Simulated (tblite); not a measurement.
A geometry optimisation, step by step.

Species: C6H12BNO.
SMILES with atom numbers: `[CH2:1]=[CH:2][CH2:3][O:4][CH2:5][BH2-:6][N+:7]#[C:8][CH3:9]` (hydrogens: H10, H11 on C1; H12 on C2; H13, H14 on C3; H15, H16 on C5; H17, H18 on B6; H19, H20, H21 on C9)
Bond orders are those of one Lewis drawing.

Computed with GFN2-xTB (tblite), gas phase: L-BFGS steps from a force-field or distance-geometry start until the largest atomic force falls under 0.01 eV/Å. 8 of its 181 geometries are shown.

Step 0: E = -737.1725 eV, largest atomic force 2.396 eV/Å
```
atom  x, y, z in Å  |  force x, y, z in eV/Å
C1     -3.255    1.167   -0.405   -1.297   0.651   0.443
C2     -3.165    0.137    0.414    0.432  -0.571  -0.106
C3     -1.997   -0.835    0.302   -1.072   1.155   0.583
O4     -1.240   -0.373   -0.755   -0.804   0.495  -0.703
C5     -0.123   -1.111   -1.041    1.298  -0.320  -1.988
B6      0.948   -1.246    0.096    1.938  -0.545   1.027
N7      2.023   -0.191   -0.021    0.530   0.634   0.044
C8      2.841    0.634   -0.109   -0.501  -0.369   0.035
C9      3.863    1.667   -0.254   -0.032  -0.052  -0.874
H10    -4.130    1.831   -0.255    0.827  -0.248  -0.433
H11    -2.542    1.369   -1.195   -0.336  -0.066   0.349
H12    -3.876   -0.080    1.212    0.157   0.154  -0.289
H13    -2.395   -1.857    0.175    0.416   0.062   0.095
H14    -1.425   -0.689    1.234   -0.110  -0.667   0.102
H15     0.388   -0.592   -1.904   -0.675  -0.289   0.361
H16    -0.353   -2.131   -1.425   -0.356   0.330   0.111
H17     1.491   -2.308   -0.040    0.446   0.163  -0.055
H18     0.537   -1.227    1.196   -0.013   0.394   0.369
H19     3.931    2.325    0.633   -0.007  -0.608  -0.370
H20     4.853    1.194   -0.505   -0.881   0.374   0.494
H21     3.616    2.331   -1.135    0.038  -0.677   0.804
```

Step 26: E = -737.7698 eV, largest atomic force 0.084 eV/Å
```
atom  x, y, z in Å  |  force x, y, z in eV/Å
C1     -3.414    1.250   -0.369   -0.001  -0.006  -0.014
C2     -3.171    0.188    0.375    0.020   0.032   0.011
C3     -1.980   -0.708    0.236   -0.019   0.004  -0.005
O4     -1.085   -0.247   -0.738   -0.038   0.022   0.013
C5     -0.033   -1.167   -1.018   -0.039   0.038  -0.017
B6      1.116   -1.341    0.152    0.020   0.019   0.005
N7      2.056   -0.227    0.001    0.016  -0.018  -0.010
C8      2.812    0.625   -0.157    0.037   0.008   0.041
C9      3.803    1.650   -0.294   -0.008   0.000   0.003
H10    -4.291    1.859   -0.228    0.002  -0.007   0.017
H11    -2.738    1.543   -1.153    0.026  -0.018   0.007
H12    -3.848   -0.110    1.166    0.004  -0.002  -0.027
H13    -2.332   -1.725   -0.024   -0.002   0.008  -0.004
H14    -1.481   -0.794    1.218   -0.007   0.017  -0.024
H15     0.415   -0.792   -1.942   -0.002   0.034  -0.046
H16    -0.483   -2.142   -1.260    0.027  -0.055   0.058
H17     1.764   -2.323   -0.027    0.025  -0.060  -0.024
H18     0.693   -1.256    1.260   -0.007  -0.024   0.034
H19     3.852    2.235    0.624   -0.008   0.011  -0.016
H20     4.776    1.191   -0.476   -0.012   0.006  -0.004
H21     3.559    2.309   -1.127   -0.032  -0.009   0.002
```

Step 51: E = -737.7811 eV, largest atomic force 0.062 eV/Å
```
atom  x, y, z in Å  |  force x, y, z in eV/Å
C1     -3.362    1.292   -0.387   -0.004   0.001  -0.015
C2     -3.155    0.222    0.356   -0.014   0.027   0.020
C3     -1.973   -0.693    0.253   -0.030   0.019   0.024
O4     -1.049   -0.239   -0.695   -0.003  -0.043   0.026
C5     -0.022   -1.180   -0.995    0.021  -0.004   0.001
B6      1.155   -1.412    0.149   -0.020  -0.014  -0.005
N7      2.083   -0.282    0.047    0.008  -0.002  -0.016
C8      2.816    0.590   -0.109   -0.036  -0.009   0.028
C9      3.733    1.673   -0.297   -0.020   0.009  -0.008
H10    -4.242    1.901   -0.261    0.037   0.009  -0.020
H11    -2.661    1.588   -1.148    0.002  -0.022   0.025
H12    -3.870   -0.064    1.117    0.033  -0.050   0.004
H13    -2.334   -1.707   -0.014    0.016   0.041  -0.021
H14    -1.503   -0.785    1.248    0.012   0.016  -0.006
H15     0.406   -0.805   -1.929    0.057  -0.014  -0.020
H16    -0.487   -2.151   -1.224   -0.002   0.017   0.024
H17     1.808   -2.377   -0.113   -0.030   0.009  -0.014
H18     0.746   -1.419    1.267    0.001   0.013  -0.020
H19     3.773    2.291    0.600   -0.011  -0.013   0.007
H20     4.730    1.288   -0.511   -0.018  -0.019   0.008
H21     3.401    2.285   -1.135    0.000   0.031  -0.022
```

Step 77: E = -737.7959 eV, largest atomic force 0.054 eV/Å
```
atom  x, y, z in Å  |  force x, y, z in eV/Å
C1     -3.145    1.383   -0.410   -0.005   0.008  -0.015
C2     -3.033    0.307    0.344   -0.026   0.020   0.005
C3     -1.871   -0.637    0.307   -0.042   0.017  -0.013
O4     -0.919   -0.231   -0.634   -0.016  -0.002  -0.030
C5      0.009   -1.250   -0.987    0.024  -0.027   0.009
B6      1.185   -1.585    0.126    0.004  -0.010  -0.004
N7      2.059   -0.410    0.096    0.025  -0.012   0.009
C8      2.676    0.548   -0.062   -0.021  -0.025  -0.007
C9      3.446    1.730   -0.292   -0.007   0.020   0.003
H10    -4.007    2.029   -0.369    0.019  -0.018   0.022
H11    -2.368    1.646   -1.107   -0.017  -0.002   0.027
H12    -3.810    0.018    1.040    0.012   0.034   0.015
H13    -2.251   -1.643    0.052    0.002  -0.016   0.010
H14    -1.425   -0.715    1.315   -0.004   0.025  -0.010
H15     0.441   -0.903   -1.930    0.042  -0.003  -0.007
H16    -0.549   -2.172   -1.209    0.007  -0.047  -0.010
H17     1.853   -2.507   -0.228   -0.012   0.002   0.001
H18     0.775   -1.696    1.237    0.008   0.001  -0.012
H19     3.452    2.358    0.597   -0.006   0.005   0.039
H20     4.471    1.463   -0.549    0.012  -0.011   0.001
H21     3.002    2.286   -1.117    0.001   0.043  -0.033
```

Step 103: E = -737.8192 eV, largest atomic force 0.192 eV/Å
```
atom  x, y, z in Å  |  force x, y, z in eV/Å
C1     -2.709    1.603   -0.421    0.005   0.040  -0.003
C2     -2.686    0.518    0.329   -0.050   0.006  -0.062
C3     -1.621   -0.535    0.292   -0.033   0.016   0.007
O4     -0.780   -0.391   -0.821   -0.030   0.004   0.042
C5      0.040   -1.533   -1.062    0.011  -0.017   0.022
B6      1.217   -1.848    0.060   -0.018   0.015  -0.015
N7      1.970   -0.591    0.085   -0.026  -0.122   0.013
C8      2.346    0.487   -0.036    0.084   0.172  -0.006
C9      2.822    1.825   -0.193   -0.003   0.045  -0.023
H10    -3.507    2.324   -0.345    0.019  -0.002  -0.022
H11    -1.933    1.803   -1.138   -0.005  -0.034   0.008
H12    -3.482    0.322    1.038    0.065  -0.010   0.038
H13    -2.101   -1.530    0.280    0.009   0.027  -0.015
H14    -1.041   -0.473    1.231    0.015  -0.042  -0.004
H15     0.487   -1.339   -2.040   -0.018   0.020  -0.009
H16    -0.603   -2.417   -1.164   -0.032  -0.054  -0.006
H17     1.944   -2.703   -0.328    0.008  -0.018   0.027
H18     0.808   -2.022    1.165    0.003  -0.048  -0.017
H19     2.728    2.368    0.747   -0.005   0.004   0.006
H20     3.867    1.825   -0.505    0.013  -0.029   0.012
H21     2.224    2.323   -0.957   -0.012   0.029   0.008
```

Step 129: E = -737.8513 eV, largest atomic force 0.058 eV/Å
```
atom  x, y, z in Å  |  force x, y, z in eV/Å
C1     -2.159    1.736   -0.526    0.028   0.003  -0.009
C2     -2.215    0.771    0.372   -0.003  -0.015   0.000
C3     -1.466   -0.521    0.270   -0.012  -0.027  -0.017
O4     -0.750   -0.598   -0.932   -0.005  -0.021   0.033
C5     -0.009   -1.810   -1.078    0.017  -0.013   0.007
B6      1.301   -1.991   -0.070    0.014   0.021   0.016
N7      1.827   -0.623    0.028   -0.002  -0.029  -0.019
C8      1.943    0.520   -0.017   -0.003   0.042   0.029
C9      2.160    1.933   -0.033    0.011   0.010   0.005
H10    -2.720    2.649   -0.427   -0.015   0.025   0.029
H11    -1.549    1.629   -1.407   -0.026  -0.021   0.014
H12    -2.827    0.858    1.263    0.022   0.008  -0.042
H13    -2.183   -1.361    0.344    0.033   0.046  -0.011
H14    -0.784   -0.611    1.134   -0.011  -0.005   0.012
H15     0.308   -1.796   -2.123   -0.004   0.020  -0.001
H16    -0.688   -2.664   -0.948   -0.007  -0.017  -0.015
H17     2.142   -2.670   -0.566   -0.027  -0.014   0.008
H18     1.019   -2.327    1.040   -0.004   0.008  -0.015
H19     2.027    2.341    0.969    0.004  -0.017   0.020
H20     3.173    2.144   -0.376   -0.006   0.032  -0.017
H21     1.441    2.407   -0.701   -0.003  -0.035  -0.025
```

Step 154: E = -737.8581 eV, largest atomic force 0.019 eV/Å
```
atom  x, y, z in Å  |  force x, y, z in eV/Å
C1     -1.991    1.790   -0.534   -0.002  -0.006   0.002
C2     -2.062    0.839    0.378   -0.014   0.000   0.008
C3     -1.413   -0.505    0.256   -0.002  -0.006   0.002
O4     -0.694   -0.613   -0.941    0.003   0.006   0.003
C5      0.019   -1.843   -1.076   -0.006   0.005  -0.015
B6      1.331   -2.036   -0.071    0.000   0.017   0.009
N7      1.850   -0.660    0.019    0.002   0.001  -0.002
C8      1.867    0.490   -0.017   -0.011   0.003   0.010
C9      1.924    1.918   -0.018    0.004  -0.001  -0.006
H10    -2.482    2.740   -0.413    0.005   0.005   0.013
H11    -1.448    1.628   -1.449    0.002  -0.001  -0.007
H12    -2.618    0.978    1.296    0.010   0.004  -0.012
H13    -2.195   -1.286    0.305   -0.004  -0.005  -0.002
H14    -0.753   -0.666    1.125    0.002   0.003   0.003
H15     0.334   -1.840   -2.122    0.004  -0.004  -0.007
H16    -0.677   -2.682   -0.941    0.004  -0.001   0.001
H17     2.157   -2.730   -0.566    0.011  -0.007   0.004
H18     1.050   -2.357    1.042   -0.004  -0.009   0.002
H19     1.791    2.289    0.998    0.001   0.009  -0.003
H20     2.883    2.263   -0.406   -0.007  -0.013  -0.008
H21     1.118    2.300   -0.645    0.003  -0.001   0.007
```

Step 180: E = -737.8603 eV, largest atomic force 0.009 eV/Å
```
atom  x, y, z in Å  |  force x, y, z in eV/Å
C1     -1.974    1.801   -0.516    0.000   0.001   0.004
C2     -2.041    0.839    0.385   -0.001  -0.004   0.000
C3     -1.415   -0.512    0.236    0.005  -0.005  -0.003
O4     -0.669   -0.600   -0.947    0.003   0.004   0.001
C5      0.046   -1.828   -1.085   -0.002   0.001  -0.002
B6      1.323   -2.042   -0.036   -0.003   0.005   0.003
N7      1.838   -0.665    0.079    0.007  -0.003  -0.004
C8      1.841    0.483    0.016   -0.002  -0.004  -0.007
C9      1.893    1.910   -0.043    0.002  -0.002   0.004
H10    -2.445    2.758   -0.366    0.003   0.004  -0.004
H11    -1.455    1.644   -1.446    0.000   0.002   0.000
H12    -2.573    0.977    1.318   -0.007   0.000  -0.004
H13    -2.210   -1.281    0.244   -0.003   0.001   0.005
H14    -0.777   -0.709    1.114    0.000  -0.003   0.001
H15     0.398   -1.804   -2.119    0.001  -0.002  -0.001
H16    -0.655   -2.669   -0.992    0.000  -0.006   0.004
H17     2.165   -2.732   -0.509   -0.001   0.003   0.000
H18     1.002   -2.378    1.061   -0.002  -0.001   0.002
H19     1.831    2.328    0.962    0.005   0.000   0.005
H20     2.821    2.235   -0.513   -0.003   0.003  -0.005
H21     1.044    2.264   -0.628   -0.002   0.004   0.003
```

Q: Summarise the path.

A: The energy falls by 66.36 kJ/mol from step 0 to step 180; nine tenths of that is first reached at step 71. It falls at every step. The largest force goes from 2.396 to 0.009 eV/Å. Among the bonds C5–B6 changes most, from 1.568 to 1.666 Å; the atoms move by 1.398 Å rms after alignment.

Q: Follow the three bonds and two angles with the largest change from start to end.

A: 
```tsv
step	E above end (kJ/mol)	largest force (eV/Å)	C5–B6 (Å)	O4–C5 (Å)	C9–H21 (Å)	B6–N7–C8 (°)	C5–B6–N7 (°)
0	66.36	2.396	1.568	1.369	1.130	179.2	111.7
8	17.56	0.297	1.656	1.420	1.092	178.0	108.6
16	12.45	0.153	1.652	1.424	1.088	177.3	107.1
23	9.16	0.118	1.654	1.425	1.088	177.5	106.8
31	8.43	0.054	1.656	1.425	1.090	178.1	107.4
39	8.17	0.035	1.654	1.426	1.090	178.1	107.7
47	7.96	0.058	1.654	1.426	1.090	178.0	107.5
55	7.38	0.095	1.654	1.426	1.091	175.4	106.5
63	6.91	0.044	1.653	1.426	1.091	173.6	105.6
70	6.66	0.048	1.654	1.425	1.091	173.3	105.2
78	6.14	0.075	1.653	1.424	1.089	171.9	104.3
86	5.39	0.080	1.655	1.427	1.089	170.5	104.3
94	4.59	0.057	1.657	1.426	1.091	169.6	103.5
102	4.08	0.172	1.658	1.427	1.092	166.2	102.3
110	3.40	0.181	1.661	1.425	1.090	163.7	102.1
117	2.58	0.052	1.663	1.428	1.089	161.9	102.3
125	1.40	0.114	1.663	1.428	1.091	162.4	102.7
133	0.70	0.052	1.662	1.429	1.091	164.8	103.0
141	0.61	0.035	1.662	1.428	1.090	164.3	102.9
149	0.33	0.048	1.664	1.428	1.090	160.8	102.4
157	0.19	0.014	1.665	1.428	1.090	159.2	101.9
164	0.15	0.030	1.665	1.428	1.090	158.3	101.7
172	0.07	0.031	1.666	1.429	1.090	158.0	101.5
180	0.00	0.009	1.666	1.428	1.090	158.3	101.4
```

What follows is the cost of the whole relaxation. The run took 4.3 s wall on an Intel Xeon at 2.50 GHz with one thread, shared host.
